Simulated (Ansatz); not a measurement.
## C2HBF2 (SMILES C#CB(F)F): the energy to break a bond

C2HBF2: 6 atoms, total charge 0, spin state singlet. SMILES: `C#CB(F)F`. The shape was relaxed beforehand at B3LYP/def2-SVP.

```xyz
6

C    -0.8901    0.4542    1.2623
C    -0.2182    0.1063    0.3106
B     0.6260   -0.3313   -0.8841
F     0.1587   -1.1842   -1.7764
F     1.8499    0.1294   -1.0626
H    -1.4843    0.7617    2.1041
```

Wanted: the dissociation energy of the H6–C1 bond into doublet H and doublet C2BF2 (shapes relaxed at B3LYP/def2-SVP, no zero-point term). 1 Eh = 2625.50 kJ/mol = 27.2114 eV. Totals in Eh; open shells run unrestricted unless said.

| level | program | C2HBF2 | doublet H | doublet C2BF2 |
| --- | --- | --- | --- | --- |
| B3LYP/def2-SVP | Ansatz | -301.186437 | -0.501259 | -300.464281 |
| B2PLYP/def2-SVP, 5 core orbitals frozen | Ansatz | -300.931665 | -0.497926 | -300.213954 |
| RPA@PBE/def2-SVP, 5 core orbitals frozen | Ansatz | -300.708265 | -0.512310 | -299.984518 |

Problem. Work out the dissociation energy at each level.

Solution. 
1. B3LYP/def2-SVP: (-0.501259) + (-300.464281) − (-301.186437) = 0.220897 Eh = 580.0 kJ/mol = 6.01 eV.
2. B2PLYP/def2-SVP: (-0.497926) + (-300.213954) − (-300.931665) = 0.219785 Eh = 577.0 kJ/mol = 5.98 eV.
3. RPA@PBE/def2-SVP: (-0.512310) + (-299.984518) − (-300.708265) = 0.211437 Eh = 555.1 kJ/mol = 5.75 eV.

The levels span 555 to 580 kJ/mol; no measured value is set beside them. A bond enthalpy at 298 K also holds the loss of zero-point energy and thermal terms.
